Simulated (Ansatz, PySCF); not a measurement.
AlH₃, SMILES [AlH3] (connectivity only; charge and spin as stated), charge -1, multiplicity 2. Atoms are numbered in the order given.

```xyz
4

Al     0.0000     0.0000     0.0478
H      1.3463    -0.7773     0.5560
H      0.0000     1.5545     0.5560
H     -1.3463    -0.7773     0.5560
```
Charge -1, spin multiplicity 2.

Coordinates come from a B3LYP-D3(BJ)/def2-TZVPD optimisation. The spin state was assumed, not searched. The isomer is the one that the SMILES or the coordinates give; other isomers of the formula were not compared.

Two levels are set side by side: PBE-D3(BJ)/def2-TZVPD (Ansatz, a first-principles code) and B3LYP-D3(BJ)/def2-TZVPD (Ansatz). Each level has its own optimised geometry; the coordinates shown are those of the second. Frequencies come from the Hessian of PySCF at each geometry. Differences are taken from unrounded values.

```json
[
 {"quantity": "mean bond length (Å)", "B3LYP-D3(BJ)": "1.635", "PBE-D3(BJ)": "1.649", "PBE-D3(BJ) minus B3LYP-D3(BJ)": "0.014"},
 {"quantity": "bond Al1–H2 (Å)", "B3LYP-D3(BJ)": "1.635", "PBE-D3(BJ)": "1.649", "PBE-D3(BJ) minus B3LYP-D3(BJ)": "0.014"},
 {"quantity": "bond Al1–H3 (Å)", "B3LYP-D3(BJ)": "1.635", "PBE-D3(BJ)": "1.649", "PBE-D3(BJ) minus B3LYP-D3(BJ)": "0.014"},
 {"quantity": "bond Al1–H4 (Å)", "B3LYP-D3(BJ)": "1.635", "PBE-D3(BJ)": "1.649", "PBE-D3(BJ) minus B3LYP-D3(BJ)": "0.014"},
 {"quantity": "highest harmonic wavenumber (cm⁻¹)", "B3LYP-D3(BJ)": "1684", "PBE-D3(BJ)": "1642", "PBE-D3(BJ) minus B3LYP-D3(BJ)": "-42"},
 {"quantity": "mean harmonic wavenumber (cm⁻¹)", "B3LYP-D3(BJ)": "1199", "PBE-D3(BJ)": "1160", "PBE-D3(BJ) minus B3LYP-D3(BJ)": "-39"},
 {"quantity": "zero-point energy (kcal/mol)", "B3LYP-D3(BJ)": "10.28", "PBE-D3(BJ)": "9.95", "PBE-D3(BJ) minus B3LYP-D3(BJ)": "-0.33"}
]
```

GGA bonds tend to be longer and softer than those of functionals with exact exchange. Differences between two approximate levels are no errors against the true value.
